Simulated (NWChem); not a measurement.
System meant: SiNH4OF; SMILES N[Si@H](O)F

Input file for NWChem:

```
start job
memory heap 200 mb stack 900 mb global 1100 mb
geometry units angstroms noautoz
  N     -0.528655    -1.469999    -0.283287
  Si    -0.081823     0.027748     0.371622
  O     -0.960531     1.186993    -0.410545
  F      1.478966     0.442207     0.139150
  H     -0.686533    -1.605069    -1.274348
  H     -0.412954    -2.339143     0.220994
  H     -0.252053    -0.016066     1.842590
  H     -0.533931     2.044241    -0.499203
end
basis spherical
  * library def2-svp
end
dft
  odft
  mult 2
  xc b3lyp
  iterations 150
  mulliken
end
task dft energy
```

End of the output:

```
                                 NWChem DFT Module
                                 -----------------

 Summary of "ao basis" -> "ao basis" (spherical)
 ------------------------------------------------------------------------------
       Tag                 Description            Shells   Functions and Types
 ---------------- ------------------------------  ------  ---------------------
 N                          def2-svp                 6       14   3s2p1d
 Si                         def2-svp                 8       18   4s3p1d
 O                          def2-svp                 6       14   3s2p1d
 F                          def2-svp                 6       14   3s2p1d
 H                          def2-svp                 3        5   2s1p

 Summary of "ao basis" -> "ao basis" (spherical)
 ------------------------------------------------------------------------------
       Tag                 Description            Shells   Functions and Types
 ---------------- ------------------------------  ------  ---------------------
 N                          def2-svp                 6       14   3s2p1d
 Si                         def2-svp                 8       18   4s3p1d
 O                          def2-svp                 6       14   3s2p1d
 F                          def2-svp                 6       14   3s2p1d
 H                          def2-svp                 3        5   2s1p

  number of electrons :                   42
  multiplicity        :                    2
 ------------------------------------------------------------------------
  no. of electrons and multiplicity not compatible                  42
 ------------------------------------------------------------------------
 ------------------------------------------------------------------------
  current input line :
    23: task dft energy
 ------------------------------------------------------------------------
 ------------------------------------------------------------------------
 There is an error in the input file
 ------------------------------------------------------------------------
 For more information see the NWChem manual at https://nwchemgit.github.io

0: no. of electrons and multiplicity not compatible:Received an Error in Communication
```

Q: Can this run be used? If not, why, and what is the fix?

A: The input was rejected before any calculation. Cause: the multiplicity doesn't fit the number of electrons (an even count wants an odd multiplicity, and the reverse). This input runs:
```
start job
memory heap 200 mb stack 900 mb global 1100 mb
geometry units angstroms noautoz
  N     -0.528655    -1.469999    -0.283287
  Si    -0.081823     0.027748     0.371622
  O     -0.960531     1.186993    -0.410545
  F      1.478966     0.442207     0.139150
  H     -0.686533    -1.605069    -1.274348
  H     -0.412954    -2.339143     0.220994
  H     -0.252053    -0.016066     1.842590
  H     -0.533931     2.044241    -0.499203
end
basis spherical
  * library def2-svp
end
dft
  xc b3lyp
  iterations 150
  mulliken
end
task dft energy
```
It converges to -521.60218 Ha (B3LYP/def2-SVP).
